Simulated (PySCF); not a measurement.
**Vibration and rotation of CdF**

PBE0 constants of CdF, ²Σ⁺ (doublet), unpaired electrons σ ↑ (PySCF, scalar-relativistic core potentials, basis sets Cd cc-pVDZ-PP with ECP28, F cc-pVDZ; masses 113.9034 and 18.9984 u):

| Item | Value |
| --- | --- |
| ωe | 535.1 cm⁻¹ |
| ωexe | 3.38 cm⁻¹ |
| Be | 0.26465 cm⁻¹ |
| αe | 0.00206 cm⁻¹ |
| D (centrifugal) | 2.59e-07 cm⁻¹ |
| De to Cd + F | 2.29 eV |

Give the vibrational terms G(v) and spacings up to v = 6.

G(v) = ωe(v+½) − ωexe(v+½)².

```csv
v,G(v) (cm⁻¹),G(v) − G(v−1),Bv (cm⁻¹)
0,267,,0.2636
1,795,528,0.2616
2,1317,522,0.2595
3,1831,515,0.2574
4,2340,508,0.2554
5,2841,501,0.2533
6,3335,495,0.2513
```

How well does the Morse estimate ωe²/(4ωexe) reproduce De, and what is D0?

It gives 2.63 eV, 115 % of the computed De. D0 = De − G(0) = 2.29 − 0.03 = 2.26 eV.

Spin–orbit coupling is left out. The state is the lowest determinant that a PBE0 search found; another state may lie lower at other levels.
